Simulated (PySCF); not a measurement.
Spectroscopy problems

Level of theory: GFN2-xTB structure, shieldings: GIAO PBE0/pcSseg-1, in PySCF (a single conformation, isolated molecule, non-relativistic, fast rotation and ring inversion assumed for equivalent nuclei).

Shifts are taken against calculated references (same method and geometry level): 1H, 13C against TMS. Splittings of carbon signals by F and P are missing where no couplings were computed. Where no couplings were computed, multiplicities follow the n + 1 count of equivalent neighbours, and m marks all less simple cases (inequivalent or close neighbours, rings, F or P nearby). Shifts are as computed. Against solution values, carbons near 30 ppm lie about +3 ppm off and those near 130 ppm about +5 ppm. Of 1211 compounds with measured shifts, 218 miss one by over three times the rms of a fit or turn the order of signals round; such compounds aren't used in these exercises. OH and NH positions are gas-phase values without hydrogen bonding to other molecules.

(1) C$_{6}$H$_{7}$NO$_{2}$. 1H NMR (400 MHz, computed): δ 7.46 (d, 1H), 5.28 (d, 1H), 4.93 (s, 1H), 3.44 (br s, 1H), 2.92 (s, 3H). 13C{1H} NMR (computed): δ 164.4, 159.7, 158.5, 104.2, 86.9, 30.6. What is it?

(2) C$_{6}$H$_{6}$FO$_{3}$P. 1H NMR (300 MHz, computed): δ 7.81 (m, 1H), 7.75 (m, 1H), 7.73 (m, 1H), 7.51 (m, 1H), 3.53 (br s, 2H). 13C{1H} NMR (computed): δ 172.3 (C), 138.6 (C), 135.2 (CH), 129.8 (CH), 125.5 (CH), 123.5 (CH). Identify the compound.

## Answers

(1) `CNc1ccoc(=O)c1`. Rings plus π bonds: 4 (1 ring in the answer). 6 carbon signals for 6 carbons: no two carbons are equivalent. Carbon types of the structure: 2 × C, 3 × CH, 1 × CH3, leaving 1 H on heteroatoms. δC 164.4: ring carbonyl carbon. δC 159.7, 104.2, 86.9: unsaturated ring CH. δC 158.5: unsaturated ring carbon. δH 2.92: hydrogen on a methyl carbon bonded to N; its carbon carries N, an electronegative neighbour.

This is the structure that produced the data.

(2) `O=P(O)(O)c1cccc(F)c1`. 6 carbon signals for 6 carbons: no two carbons are equivalent. Carbon types of the structure: 2 × C, 4 × CH, leaving 2 H on heteroatoms. δC 172.3: aromatic carbon bearing fluorine; an ipso carbon deshielded by its heteroatom. δC 138.6: substituted aromatic carbon. δC 135.2, 129.8, 125.5, 123.5: aromatic CH. δH 3.53: hydrogen on an oxygen bonded to P; exchangeable; this is the value without hydrogen bonding to other molecules.

This is the structure that produced the data.
